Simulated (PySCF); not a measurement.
Unknown compound

Molecular formula: C$_{2}$H$_{7}$NO$_{4}$Si. Simulated spectra:

1H NMR (400 MHz, computed): δ 6.43 (br s, 1H), 4.11 (s, 3H), 2.26 (br s, 1H), 0.87 (br s, 2H).

13C{1H} NMR (computed): δ 184.1 (C), 53.4 (CH3).

All values are calculated (PySCF): geometry from GFN2-xTB, σ from GIAO-PBE0/pcSseg-1. Relativity neglected, averaged over atoms made equivalent by symmetry, fast rotation or ring inversion, no solvent, one computed conformer.

References, each an isolated molecule treated in the same way: TMS for 1H (σ = 31.72 ppm), 13C (σ = 186.93 ppm).

Deduce the structure.

Results:


1. The formula gives 1 degree of unsaturation (no ring in the answer).
2. 2 carbon signals for 2 carbons: no two carbons are equivalent.
3. Carbon types of the structure: 1 × C, 1 × CH3, leaving 4 H on heteroatoms.
4. δC 184.1: carbonyl carbon.
5. δC 53.4: methyl carbon bonded to O; deshielded by the electronegative neighbour.
6. δH 6.43: hydrogen on an acid hydroxyl oxygen; exchangeable, gas-phase position.
7. δH 4.11: hydrogen on a methyl carbon bonded to O; its carbon carries O, hence the downfield position.
8. δH 2.26: hydrogen on an oxygen bonded to Si; exchangeable; this is the value without hydrogen bonding to other molecules.
9. δH 0.87: hydrogen on a nitrogen bonded to Si; exchangeable; this is the value without hydrogen bonding to other molecules.

The compound is `CO[Si@@](N)(O)C(=O)O`.

The shifts were computed for this structure.

OH and NH positions are those of a molecule without intermolecular hydrogen bonds; in solution they move with solvent, concentration and temperature, and exchange usually removes their couplings. Shifts are as computed. Against solution values, carbons near 30 ppm lie about +3 ppm off and those near 130 ppm about +5 ppm. Of 1309 compounds with measured shifts, 239 miss one by over three times the rms of a fit or turn the order of signals round; such compounds aren't used in these exercises. Hydrogen bonding in solution deshields acid and N–H amide carbonyl carbons by as much as 10 ppm beyond these values.
